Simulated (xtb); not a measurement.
C$_{3}$H$_{3}$, charge -1, singlet, from a rough starting geometry; GFN2-xTB run with xtb.

xtb was given this input:
```
$ xtb mol.xyz --gfn 2 --chrg -1 --opt vtight --json

# file mol.xyz
6

C      0.03798774     0.14635617     0.24711209
C     -0.00125035     0.14852830     1.50122094
C     -0.07474719     0.17936391    -1.14102781
H      0.03403095     0.15021337     2.56305982
H      0.88462436    -0.41026723    -1.55202094
H     -0.91438470    -0.30103081    -1.57046731
```

Q: Predict the main parts of the log of this xtb run.

A: 
```
   ID    Z sym.   atoms
    1    6 C      1-3
    2    1 H      4-6

           -------------------------------------------------
          |                Calculation Setup                |
           -------------------------------------------------

           -------------------------------------------------
          |                 G F N 2 - x T B                 |
           -------------------------------------------------

          ...................................................
          :                      SETUP                      :
          :.................................................:
          :  # basis functions                  15          :
          :  # atomic orbitals                  15          :
          :  # shells                            9          :
          :  # electrons                        16          :
          :  max. iterations                   250          :
          :  Hamiltonian                  GFN2-xTB          :
          :  restarted?                      false          :
          :  GBSA solvation                  false          :
          :  PC potential                    false          :
          :  electronic temp.          300.0000000     K    :
          :  accuracy                    1.0000000          :
          :  -> integral cutoff          0.2500000E+02      :
          :  -> integral neglect         0.1000000E-07      :
          :  -> SCF convergence          0.1000000E-05 Eh   :
          :  -> wf. convergence          0.1000000E-03 e    :
          :  Broyden damping             0.4000000          :
          :  net charge                         -1          :
          :  unpaired electrons                  0          :
          ...................................................

 iter      E             dE          RMSdq      gap      omega  full diag
   1     -8.0983436 -0.809834E+01  0.821E+00    4.70       0.0  T
   2     -8.1206164 -0.222728E-01  0.455E+00    3.68       1.0  T
   3     -8.0976784  0.229380E-01  0.263E+00    3.97       1.0  T
   4     -8.1213745 -0.236961E-01  0.968E-01    3.88       1.0  T
   5     -8.1259052 -0.453074E-02  0.208E-01    3.72       1.0  T
   6     -8.1260416 -0.136408E-03  0.506E-02    3.77       1.0  T
   7     -8.1260468 -0.511980E-05  0.274E-02    3.75       1.5  T
   8     -8.1260486 -0.187545E-05  0.426E-03    3.76       9.6  T
   9     -8.1260487 -0.571297E-07  0.149E-03    3.76      27.4  T
  10     -8.1260487 -0.797794E-08  0.128E-04    3.76     319.4  T
  11     -8.1260487 -0.148948E-10  0.649E-05    3.76     629.4  T

   *** convergence criteria satisfied after 11 iterations ***

         :::::::::::::::::::::::::::::::::::::::::::::::::::::
         ::                     SUMMARY                     ::
         :::::::::::::::::::::::::::::::::::::::::::::::::::::
         :: total energy              -7.964516564843 Eh    ::
         :: gradient norm              0.110709445005 Eh/a0 ::
         :: HOMO-LUMO gap              3.756282218306 eV    ::
         ::.................................................::
         :: SCC energy                -8.126048798959 Eh    ::
         :: -> isotropic ES            0.145445827259 Eh    ::
         :: -> anisotropic ES          0.016775112614 Eh    ::
         :: -> anisotropic XC          0.009410279422 Eh    ::
         :: -> dispersion             -0.002937550793 Eh    ::
         :: repulsion energy           0.161532234116 Eh    ::
         :: add. restraining           0.000000000000 Eh    ::
         :: total charge              -1.000000000000 e     ::
         :::::::::::::::::::::::::::::::::::::::::::::::::::::

      -----------------------------------------------------------
     |                   =====================                   |
     |                        A N C O P T                        |
     |                   =====================                   |
     |               Approximate Normal Coordinate               |
     |                Rational Function Optimizer                |
      -----------------------------------------------------------
      -----------------------------------------------------------
     |                   =====================                   |
     |                        A N C O P T                        |
     |                   =====================                   |
     |               Approximate Normal Coordinate               |
     |                Rational Function Optimizer                |
      -----------------------------------------------------------

          ...................................................
          :                      SETUP                      :
          :.................................................:
          :   optimization level         verytight          :
          :   max. optcycles                   200          :
          :   ANC micro-cycles                  20          :
          :   degrees of freedom                12          :
          :.................................................:
          :   RF solver                   davidson          :
          :   write xtbopt.log                true          :
          :   linear?                        false          :
          :   energy convergence         0.1000000E-06 Eh   :
          :   grad. convergence          0.2000000E-03 Eh/α :
          :   maxmium RF displ.          1.0000000          :
          :   Hlow (freq-cutoff)         0.1000000E-01      :
          :   Hmax (freq-cutoff)         5.0000000          :
          :   S6 in model hess.         20.0000000          :
          ...................................................

generating ANC from exact Hessian ...
Using Lindh-Hessian (1995)
 Shifting diagonal of input Hessian by    9.0001955200937397E-003
 Lowest  eigenvalues of input Hessian
    0.000000    0.000000    0.000000    0.000000    0.000000    0.000000
[...]
 * total energy  :    -7.9792482 Eh     change       -0.4360062E-02 Eh
 * total energy  :    -7.9794813 Eh     change       -0.2331220E-03 Eh
 * total energy  :    -7.9796347 Eh     change       -0.1533444E-03 Eh
 * total energy  :    -7.9797553 Eh     change       -0.1206654E-03 Eh
 * total energy  :    -7.9798925 Eh     change       -0.1371822E-03 Eh
 * total energy  :    -7.9799604 Eh     change       -0.6786070E-04 Eh
 * total energy  :    -7.9799876 Eh     change       -0.2723374E-04 Eh
 * total energy  :    -7.9799993 Eh     change       -0.1171177E-04 Eh
 * total energy  :    -7.9800171 Eh     change       -0.1779193E-04 Eh
 * total energy  :    -7.9800264 Eh     change       -0.9325994E-05 Eh
 * total energy  :    -7.9800281 Eh     change       -0.1675641E-05 Eh
 * total energy  :    -7.9800287 Eh     change       -0.5893374E-06 Eh
 * total energy  :    -7.9800288 Eh     change       -0.5431024E-07 Eh
   *** GEOMETRY OPTIMIZATION CONVERGED AFTER 21 ITERATIONS ***
[...]
          :  GBSA solvation                  false          :
          :  PC potential                    false          :
          :  electronic temp.          300.0000000     K    :
          :  accuracy                    1.0000000          :
          :  -> integral cutoff          0.2500000E+02      :
          :  -> integral neglect         0.1000000E-07      :
          :  -> SCF convergence          0.1000000E-05 Eh   :
          :  -> wf. convergence          0.1000000E-03 e    :
          :  Broyden damping             0.4000000          :
          :  net charge                         -1          :
          :  unpaired electrons                  0          :
          ...................................................

 iter      E             dE          RMSdq      gap      omega  full diag
   1     -8.1545001 -0.815450E+01  0.252E-05    4.26       0.0  T
   2     -8.1545001 -0.284217E-13  0.139E-05    4.26    2941.8  T
   3     -8.1545001  0.499156E-12  0.142E-05    4.26    2883.5  T

   *** convergence criteria satisfied after 3 iterations ***

         :::::::::::::::::::::::::::::::::::::::::::::::::::::
         ::                     SUMMARY                     ::
         :::::::::::::::::::::::::::::::::::::::::::::::::::::
         :: total energy              -7.980028757502 Eh    ::
         :: gradient norm              0.000083172345 Eh/a0 ::
         :: HOMO-LUMO gap              4.256428230370 eV    ::
         ::.................................................::
         :: SCC energy                -8.154500122841 Eh    ::
         :: -> isotropic ES            0.145726446640 Eh    ::
         :: -> anisotropic ES          0.016121995562 Eh    ::
         :: -> anisotropic XC          0.007665014930 Eh    ::
         :: -> dispersion             -0.002907522619 Eh    ::
         :: repulsion energy           0.174471365339 Eh    ::
         :: add. restraining           0.000000000000 Eh    ::
         :: total charge              -1.000000000000 e     ::
         :::::::::::::::::::::::::::::::::::::::::::::::::::::

           -------------------------------------------------
          |                Property Printout                |
           -------------------------------------------------

    * Orbital Energies and Occupations

         #    Occupation            Energy/Eh            Energy/eV
      -------------------------------------------------------------
         1        2.0000           -0.3224805              -8.7751
         2        2.0000           -0.3005584              -8.1786
         3        2.0000           -0.2475030              -6.7349
         4        2.0000           -0.2240705              -6.0973
         5        2.0000           -0.1941423              -5.2829
         6        2.0000           -0.1382015              -3.7607
         7        2.0000           -0.1069906              -2.9114
         8        2.0000           -0.0403115              -1.0969 (HOMO)
         9                          0.1161094               3.1595 (LUMO)
        10                          0.1276224               3.4728
        11                          0.3647039               9.9241
        12                          0.4654751              12.6662
        13                          0.5448431              14.8259
        14                          0.7082936              19.2737
        15                          1.3743613              37.3983
      -------------------------------------------------------------
                  HL-Gap            0.1564209 Eh            4.2564 eV
             Fermi-level            0.0378990 Eh            1.0313 eV

     #   Z          covCN         q      C6AA      α(0)
     1   6 C        1.961    -0.113    34.215     9.446
     2   6 C        1.906    -0.315    40.892    10.327
     3   6 C        2.830    -0.212    33.615     9.501
     4   1 H        0.924    -0.121     6.368     3.946
     5   1 H        0.924    -0.120     6.303     3.926
     6   1 H        0.924    -0.120     6.303     3.926

 Mol. C6AA /au·bohr⁶  :        654.408636
 Mol. C8AA /au·bohr⁸  :      15187.590691
 Mol. α(0) /au        :         41.072594

Wiberg/Mayer (AO) data.
largest (>0.10) Wiberg bond orders for each atom

 ---------------------------------------------------------------------------
     #   Z sym  total        # sym  WBO       # sym  WBO       # sym  WBO
 ---------------------------------------------------------------------------
     1   6 C    3.950 --     2 C    2.375     3 C    1.560
     2   6 C    3.609 --     1 C    2.375     4 H    0.938     3 C    0.235
     3   6 C    3.737 --     1 C    1.560     6 H    0.953     5 H    0.953
                             2 C    0.235
     4   1 H    0.985 --     2 C    0.938
     5   1 H    0.986 --     3 C    0.953
     6   1 H    0.986 --     3 C    0.953
 ---------------------------------------------------------------------------

Topologies differ in total number of bonds
Writing topology from bond orders to xtbtopo.mol

molecular dipole:
                 x           y           z       tot (Debye)
 q only:        0.006      -0.141      -0.383
   full:       -0.000      -0.482      -0.504       1.772
molecular quadrupole (traceless):
                xx          xy          yy          xz          yz          zz
 q only:        3.451       0.004       4.016      -0.074      -1.901      -7.468
  q+dip:        2.375      -0.021       1.369      -0.062      -2.533      -3.744
   full:        3.543      -0.039       1.594      -0.082      -3.053      -5.137

optimized geometry written to: xtbopt.xyz

           -------------------------------------------------
          | TOTAL ENERGY               -7.980028757502 Eh   |
          | GRADIENT NORM               0.000083172345 Eh/α |
          | HOMO-LUMO GAP               4.256428230370 eV   |
           -------------------------------------------------

normal termination of xtb
```
